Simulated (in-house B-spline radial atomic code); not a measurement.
A fraction x of an electron is moved 3d → 5p in Cs⁵⁺, starting from [Kr] 4d10 5s2 5p2 and keeping the highest spin. Level of theory: scalar-relativistic (X2C) Hartree-Fock with fractional occupations, spin-polarised, spherical fractional occupations, Fermi nucleus of rms radius 4.8041 fm; calculated with a radial B-spline atomic code at the basis-set limit.

Caution: exact exchange at fractional occupations of open shells leaves self-interaction of up to several eV.

```json
{"x": "0", "E(x) - E(0) (eV)": "0.0000", "3d down level (eV)": "-815.064", "5p up level (eV)": "-65.251"}
{"x": "0.125", "E(x) - E(0) (eV)": "93.8367", "3d down level (eV)": "-817.822", "5p up level (eV)": "-66.248"}
{"x": "0.25", "E(x) - E(0) (eV)": "187.8931", "3d down level (eV)": "-820.578", "5p up level (eV)": "-67.250"}
{"x": "0.375", "E(x) - E(0) (eV)": "282.1682", "3d down level (eV)": "-823.331", "5p up level (eV)": "-68.257"}
{"x": "0.5", "E(x) - E(0) (eV)": "376.6612", "3d down level (eV)": "-826.082", "5p up level (eV)": "-69.269"}
{"x": "0.625", "E(x) - E(0) (eV)": "471.3711", "3d down level (eV)": "-828.831", "5p up level (eV)": "-70.286"}
{"x": "0.75", "E(x) - E(0) (eV)": "?", "3d down level (eV)": "?", "5p up level (eV)": "?"}
{"x": "0.875", "E(x) - E(0) (eV)": "?", "3d down level (eV)": "?", "5p up level (eV)": "?"}
{"x": "1", "E(x) - E(0) (eV)": "756.7942", "3d down level (eV)": "-837.065", "5p up level (eV)": "-73.365"}
```

Task: What belongs in the row x = 0.75?

Result: An energy change of 566.2972 eV; 3d down at -831.578 eV, 5p up at -71.307 eV.

Task: What belongs in the row x = 0.875?

Result: An energy change of 661.4385 eV; 3d down at -834.323 eV, 5p up at -72.333 eV.

Task: Check Janak's theorem between x = 0.125 and 0.25.

Result: The slope of the energy is 752.45 eV; the orbital levels give 752.45 eV (ε of the receiving orbital less ε of the emptying one, averaged over the two points).
